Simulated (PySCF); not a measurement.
Pm⁴⁸⁺: ionisation energy

Pm⁴⁸⁺ [Ne] 3s2 3p1 (2P) → Pm⁴⁹⁺ [Ne] 3s2 (1S), as a difference of total energies. Computed with PySCF 2.14 in an uncontracted even-tempered set (18 s from 10 bohr⁻², ratio 2.5; 12 p from 13 bohr⁻², ratio 2.5; 4 d from 52 bohr⁻², ratio 2.7; 4 f from 77 bohr⁻², ratio 2.7), with the spin-free X2C one-electron Hamiltonian (Gaussian nucleus). Correlated levels: outer shells: 1s2 frozen; virtual orbitals above 40 to 60 times the deepest correlated orbital energy dropped. The calculations carry no spin-orbit coupling.

```json
{"method": "UHF", "ionisation energy (eV)": "4066.4"}
{"method": "LDA", "ionisation energy (eV)": "4068.1"}
{"method": "PBE", "ionisation energy (eV)": "4069.4"}
{"method": "PBE0", "ionisation energy (eV)": "4068.9"}
{"method": "r2SCAN", "ionisation energy (eV)": "4068.7"}
{"method": "BHandHLYP", "ionisation energy (eV)": "4069.1"}
{"method": "MN15", "ionisation energy (eV)": "4082.0"}
{"method": "MP2 (outer shells)", "ionisation energy (eV)": "4066.9"}
{"method": "SCS-MP2 (outer shells)", "ionisation energy (eV)": "4066.8"}
```

A first-order spin-orbit estimate (lowest level to lowest level, LS coupling) adds 92.194 eV.

Breit and QED terms and the two-electron picture change are absent.

First order in ζ underestimates the shift of j = l − 1/2 levels at high Z.

For comparison: 4166 ± 4 eV (theoretical estimate listed by NIST; NIST Atomic Spectra Database, ionization energies).
